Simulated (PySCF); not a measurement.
Correlation energy of Xe (xenon, neutral)

[Xe], closed-shell 1S. Calculation: PySCF 2.14, in aug-cc-pwCVDZ-PP with ECP28MDF (6s5p4d1f, 48 functions); scalar relativity through the core potential. Frozen: 4s2 4p6 4d10; 8 electrons correlated.

```json
{"level": "CCSD", "correlation energy (mhartree)": "-125.31"}
{"level": "(T)", "correlation energy (mhartree)": "-2.27"}
{"level": "CCSD(T)", "correlation energy (mhartree)": "-127.58"}
{"level": "CCSDT", "correlation energy (mhartree)": "-127.76"}
```

Diagnostics: T1 = 0.0042, D1 = 0.0077, largest double amplitude 0.037.

Cost of the coupled-cluster step: about 0.3 core-seconds, for 8 correlated electrons.
